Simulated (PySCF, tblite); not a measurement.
Q: Write a Z-matrix for `C[C@@H]1[C@H](C)P1n1cccc1` as optimised with GFN2-xTB.

A: 
Z-matrix in Å and degrees, rows numbered from 1:
```
C 
C   1  1.5079
C   2  1.5056  1  120.78
C   3  1.5079  2  120.83  1     0.03
P   3  1.8648  2   66.19  1  -111.14
N   5  1.7321  2   98.82  3    93.91
C   6  1.3698  5  125.59  2    71.64
C   7  1.3627  6  108.87  5   172.16
C   8  1.4133  7  107.13  6    -1.15
C   9  1.3627  8  107.13  7     0.02
H   1  1.0881  2  110.32  3   168.03
H   1  1.0902  2  110.18  3   -72.45
H   1  1.0874  2  111.34  3    47.89
H   2  1.0874  1  113.43  3   142.31
H   3  1.0874  2  114.85  5  -107.04
H   4  1.0881  3  110.27  2  -168.02
H   4  1.0873  3  111.40  2   -47.89
H   4  1.0901  3  110.20  2    72.48
H   7  1.0735  6  120.60  5    -8.42
H   8  1.0725  7  126.52  6   178.53
H   9  1.0725  8  126.33  7   179.74
H  10  1.0735  6  120.63  5     8.52
```

N6 (pyrrole-type nitrogen) is almost planar (angles 125.7°, 125.6° and 108.0°, sum 359.2°, 0.08 Å off the plane of its three neighbours). The 3-membered ring C2–C3–P5 has internal angles of 47.6° to 66.2°. The 5-membered ring N6–C7–C8–C9–C10 has internal angles of 107.1° to 108.9° (sum 540°, against 540° for a flat polygon); it is planar, 0.01 Å rms from its mean plane, widest ring torsion 2°. The 6 C–C bonds span 1.363 Å (C7–C8, aromatic) to 1.508 Å (C3–C4, drawn single), a spread of 0.145 Å.

The geometry is computed with GFN2-xTB (gas phase).

Point group: Cs (every atom within 0.08 Å of its image). Its GFN2-xTB frequencies are all real (lowest 44 cm⁻¹). One conformer, not necessarily the lowest (C3–P5–N6–C7 120°).
